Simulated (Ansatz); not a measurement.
Several settings on one geometry of Ca₃⁺ (that of the charge 1 doublet, PBE0/def2-TZVP). Ansatz on 4 threads of Arm Neoverse V1 on a shared host; times are rough.

Cartesian coordinates in Å:
```
Ca -1.744 1.621 0.211
Ca 1.598 -0.318 -1.749
Ca 0.146 -1.302 1.537
```

Totals from different functionals, basis sets or treatments of relativity can't be compared as stabilities.

DK, ANO-RCC and x2c sets are all-electron and run with scalar relativity unless a key says otherwise. The 6-31G sets use Cartesian d functions. LC-ωPBE has ω = 0.4 bohr⁻¹.

The spins typed aren't always the lowest for that charge.

Q: Give the basis size and estimate the energy, ⟨S²⟩ and time of these runs.

| run | method | charge | state | further keys |
| --- | --- | --- | --- | --- |
| 1 | RKS r2SCAN50/6-31G | 0 | singlet | point_charges: [{charge: 0.50, position_ang: [5.239, 0.521, 0.235]}]; scf: {omitted_lower_state_checks: [starts]}; forces asked |
| 2 | UKS B97M-V/def2-mTZVP | 1 | quartet | scf: {omitted_lower_state_checks: [starts]} |
| 3 | RKS LC-ωPBE/ANO-RCC-VTZP | 0 | singlet | pseudopotentials: {relativity: scalar}; scf: {omitted_lower_state_checks: [starts]} |

A: 
| run | functions | energy (Eh) | ⟨S²⟩ | wall time |
| --- | --- | --- | --- | --- |
| 1 | 87 | -2032.4599 | – | 4.3 s |
| 2 | 84 | -2031.9714 | 3.75 | 11 s |
| 3 | 114 | -2040.9054 | – | 3.6 s |
